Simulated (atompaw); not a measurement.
**Reading a pseudo-wave (selenium)**

Columns: radius, all-electron u(r) and pseudo u(r) of the 4s shell (level -37.64 eV) of selenium in the configuration [Ar] 3d10 4s2 4p2; PBE, scalar-relativistic, PAW (atompaw) scheme, atompaw 4.2.0.5.

| r (bohr) | all-electron | pseudo |
| --- | --- | --- |
| 0.067 | 0.0646 | 0.0746 |
| 0.135 | 0.2668 | 0.1496 |
| 0.202 | 0.1129 | 0.2224 |
| 0.269 | -0.1404 | 0.2934 |
| 0.337 | -0.3371 | 0.3631 |
| 0.404 | -0.4243 | 0.4289 |
| 0.471 | -0.4138 | 0.4915 |
| 0.538 | -0.3323 | 0.5504 |
| 0.606 | -0.2051 | 0.6060 |
| 0.673 | -0.0586 | 0.6564 |
| 0.740 | 0.0930 | 0.7022 |
| 0.808 | 0.2412 | 0.7438 |
| 0.875 | 0.3749 | 0.7798 |
| 0.942 | 0.4930 | 0.8109 |
| 1.010 | 0.5952 | 0.8372 |
| 1.077 | 0.6783 | 0.8582 |
| 1.144 | 0.7447 | 0.8742 |
| 1.212 | 0.7963 | 0.8855 |
| 1.279 | 0.8329 | 0.8919 |
| 1.346 | 0.8569 | 0.8938 |
| 1.413 | 0.8700 | 0.8912 |
| 1.481 | 0.8734 | 0.8842 |
| 1.548 | 0.8685 | 0.8731 |
| 1.615 | 0.8567 | 0.8582 |
| 1.683 | 0.8388 | 0.8391 |
| 1.750 | 0.8166 | 0.8166 |

Problem. How many radial nodes do the two functions have?

Solution. The all-electron 4s function has n − l − 1 = 3 (the table is too coarse to show those close to the nucleus); the pseudo-wave has 0, since the states of the same l below it are removed with the core.

Problem. Where does each function peak?

Solution. Outermost all-electron maximum near 1.48 bohr, pseudo maximum near 1.35 bohr (to the table’s step).

Problem. Is the pseudo-wave norm-conserving?

Solution. No, it belongs to a PAW set: the norm inside the radius is not constrained, and the difference is carried by the augmentation charge.
